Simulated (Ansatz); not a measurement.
A run for Ansatz (a program for electronic structure): R-PBE0/def2-TZVPP on BeN+, 2S+1 = 1, a spin state set in the input, which need not be the lowest. Charge +1.

Ansatz 0.2 input:
```yaml
crystal:
  periodic: [false, false, false]
  atoms:
    - {symbol: Be, position_ang: [0.00000000, 0.00000000, 0.00000000]}
    - {symbol: N, position_ang: [0.00000000, 0.00000000, 1.58600000]}
basis:
  gaussian:
    orbitals: def2-TZVPP
hamiltonian:
  xc: {name: PBE0}
total_charge: 1
relax: {f_tol: 0.002, max_steps: 120}
```

The log:

```
WARN ansatz: RAYON_NUM_THREADS=2 ignored (pool sized by the plan → 2); use --threads N
Functional definition: PBE0
integrals: 0.00 GiB planned
296 factors; their error is unknown
mean field: 0.08 GiB planned
mean field evaluation 1: about -1864.2393 eV, gradient 6.2e1 eV
mean field evaluation 2: about -1797.6436 eV, gradient 1.2e2 eV
mean field evaluation 4: about -1873.5394 eV, gradient 2.2e0 eV
mean field evaluation 8: about -1873.5530 eV, gradient 1.7e-1 eV
mean field -1873.55303181 eV, -68.8518039793 hartree, gradient 1.6e-5 eV, S^2 0.000000; 0 other end points of the search recorded, 0 dependent functions left out
the calculation of the forces begins
reference -1873.55305786 eV, -68.8518049364 hartree; 5, 5 occupied and 45, 45 virtual orbitals, 296 factors
relax step   1: F+E_penalty+E_count = -1873.55303181 eV  Δ(F+E_penalty+E_count) = +0.000e0 eV  max|allowed force component| = 5.325e-1 eV/Å  Δτ_max = 0.0000 Å  (27 SCF iters, accepted)
these checks for a lower state are left out or cut short: starts, cluster_reference, orbital_swaps, neighbouring_geometries, increment
integrals: 0.00 GiB planned
296 factors; their error is unknown
mean field: 0.08 GiB planned
mean field evaluation 16: about -1873.5610 eV, gradient 6.0e-1 eV
mean field -1873.55862417 eV, -68.8520094946 hartree, gradient 2.4e-5 eV, S^2 0.000000; 0 other end points of the search recorded, 0 dependent functions left out
the calculation of the forces begins
reference -1873.55865059 eV, -68.8520104655 hartree; 5, 5 occupied and 45, 45 virtual orbitals, 296 factors
relax step   2: F+E_penalty+E_count = -1873.55862417 eV  Δ(F+E_penalty+E_count) = -5.592e-3 eV  max|allowed force component| = 2.097e-1 eV/Å  Δτ_max = 0.0075 Å  (29 SCF iters, accepted)
these checks for a lower state are left out or cut short: starts, cluster_reference, orbital_swaps, neighbouring_geometries, increment
integrals: 0.00 GiB planned
296 factors; their error is unknown
mean field: 0.08 GiB planned
mean field -1873.55958910 eV, -68.8520449551 hartree, gradient 2.4e-5 eV, S^2 0.000000; 0 other end points of the search recorded, 0 dependent functions left out
the calculation of the forces begins
reference -1873.55961577 eV, -68.8520459351 hartree; 5, 5 occupied and 45, 45 virtual orbitals, 296 factors
relax step   3: F+E_penalty+E_count = -1873.55958910 eV  Δ(F+E_penalty+E_count) = -9.649e-4 eV  max|allowed force component| = 8.314e-3 eV/Å  Δτ_max = 0.0048 Å  (28 SCF iters, accepted)
these checks for a lower state are left out or cut short: starts, cluster_reference, orbital_swaps, neighbouring_geometries, increment
integrals: 0.00 GiB planned
296 factors; their error is unknown
mean field: 0.08 GiB planned
mean field evaluation 32: about -1873.5632 eV, gradient 1.6e-1 eV
mean field -1873.55958936 eV, -68.8520449647 hartree, gradient 2.4e-5 eV, S^2 0.000000; 0 other end points of the search recorded, 0 dependent functions left out
the calculation of the forces begins
reference -1873.55961601 eV, -68.8520459441 hartree; 5, 5 occupied and 45, 45 virtual orbitals, 296 factors
relax step   4: F+E_penalty+E_count = -1873.55958936 eV  Δ(F+E_penalty+E_count) = -2.623e-7 eV  max|allowed force component| = 7.534e-3 eV/Å  Δτ_max = 0.0003 Å  (29 SCF iters, accepted)
these checks for a lower state are left out or cut short: starts, cluster_reference, orbital_swaps, neighbouring_geometries, increment
integrals: 0.00 GiB planned
296 factors; their error is unknown
mean field: 0.08 GiB planned
mean field -1873.55959057 eV, -68.8520450092 hartree, gradient 2.4e-5 eV, S^2 0.000000; 0 other end points of the search recorded, 0 dependent functions left out
the calculation of the forces begins
reference -1873.55961723 eV, -68.8520459889 hartree; 5, 5 occupied and 45, 45 virtual orbitals, 296 factors
relax step   5: F+E_penalty+E_count = -1873.55959057 eV  Δ(F+E_penalty+E_count) = -1.210e-6 eV  max|allowed force component| = 1.048e-6 eV/Å  Δτ_max = 0.0002 Å  (29 SCF iters, accepted)
integrals: 0.00 GiB planned
296 factors; their error is unknown
mean field: 0.08 GiB planned
mean field evaluation 64: about -1873.5596 eV, gradient 1.8e-3 eV
mean field -1873.55959057 eV, -68.8520450092 hartree, gradient 2.4e-5 eV, S^2 0.000000; 1 other end points of the search recorded, 0 dependent functions left out
the calculation of the forces begins
reference -1873.55961723 eV, -68.8520459889 hartree; 5, 5 occupied and 45, 45 virtual orbitals, 296 factors
Total energy: -1873.55961723 eV, -68.8520459889 hartree
Atom 0 at    -0.000000    -0.000000     0.012067 Å, force     0.000000     0.000000    -0.000001 eV/Å
Atom 1 at     0.000000     0.000000     1.573933 Å, force    -0.000000    -0.000000     0.000001 eV/Å
Dipole moment:    -0.000000    -0.000000    -1.486174 e Å
```

The calculation finished and met its thresholds.

Cost: around 4 core-seconds (rough).
